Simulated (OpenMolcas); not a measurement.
# Cr3+, Mo3+, W3+: d3 down the group

| Property | Result |
| --- | --- |
| Program | OpenMolcas 26.06 |
| Method | SS-CASPT2, IPEA 0.25 Eh, imaginary shift 0.1 Eh |
| Basis | ANO-RCC-VQZP |
| Scalar Hamiltonian | DKH2, point nucleus |
| Spin-orbit coupling | RASSI with atomic mean-field integrals over the reference wave functions, term energies averaged over their components |

Active space for each ion: 3 electrons in 10 orbitals (d d); closed shells correlated by CASPT2: Cr3+ 3s 3p; Mo3+ 4s 4p; W3+ 5s 5p.

Computed levels in cm-1 above 4F 3/2:

```tsv
Level	Cr3+	Mo3+	W3+
4F 5/2	250	761	3770
4F 7/2	592	1720	7070
4F 9/2	1017	2810	9620
4P 1/2	14420	10480	18450
4P 3/2	14530	10420	19320
4P 5/2	14830	11800	18030
2G 7/2	14870	11480	15650
2G 9/2	15250	12260	25060
2P 1/2	19460	13810	11370
weight of 4F in the lowest level (%)	100	99	86
```

Mixed levels, with the weight of the term that names them: W3+ 4F 9/2 (70 %), W3+ 4P 1/2 (54 %), W3+ 4P 3/2 (52 %), W3+ 2G 9/2 (52 %), W3+ 2P 1/2 (54 %).

Measured, with the error of the calculation in %. Measured levels: Cr3+ from Sugar and Corliss, J. Phys. Chem. Ref. Data 6, 317 (1977); Mo3+ from Sugar and Musgrove, J. Phys. Chem. Ref. Data 17, 155 (1988); W3+ from the list in J. Phys. B 45, 035001 (2012).

```csv
Level,Cr3+,Mo3+,W3+
4F 5/2,236 (+6.2),778 (-2.2),3537 (+6.5)
4F 7/2,556 (+6.6),1760 (-2.3),6745 (+4.8)
4F 9/2,946 (+7.5),2865 (-2.0),9256 (+3.9)
4P 1/2,14059 (+2.6),10338 (+1.4),
4P 3/2,14177 (+2.5),10331 (+0.9),
4P 5/2,14471 (+2.5),11612 (+1.6),17190 (+4.9)
2G 7/2,15052 (-1.2),11580 (-0.8),15261 (+2.6)
2G 9/2,15402 (-1.0),12311 (-0.4),
2P 1/2,19519 (-0.3),14348 (-3.8),
```

The fine-structure level 4F 9/2 changes by a factor of 9.46 from Cr3+ to W3+.

Without spin-orbit coupling 4P lies 14100, 9710, 9660 cm-1 above 4F in that order; the difference to the level 4P 1/2, of either sign, comes from spin-orbit coupling, which also lowers the zero.

CASPT2 breaks the degeneracy within a term, and the mean is taken; among the terms shown or strongly mixed into the levels shown the widest spread is 580 cm-1 (3d3 4F, Cr3+). Over all roots computed the reference weight is 0.89 to 0.96 in W3+; the roots of lowest weight are the least certain, and an intruder state may touch them. Active for correlation alone: 4d; no level in the range computed is led by a configuration that fills it, so any true level of that kind is missing (holds for Cr3+). Active for correlation alone: 5d; no level in the range computed is led by a configuration that fills it, so any true level of that kind is missing (holds for Mo3+). Active for correlation alone: 6d; no level in the range computed is led by a configuration that fills it, so any true level of that kind is missing (holds for W3+). The CASPT2 spread within a term exceeds the gap to the next term for 5d3 2D(1) and 5d3 2H, so the order of their levels is uncertain (holds for W3+). Computed and measured levels are paired by configuration, term and J; levels that our copy of the source lacks, or whose pairing is in doubt (as where it misses far off the trend of its configuration), stay unpaired and out of the deviations. Only configurations of the active space appear.

A number in round brackets counts repeated terms of one configuration in the order of the reference energies.
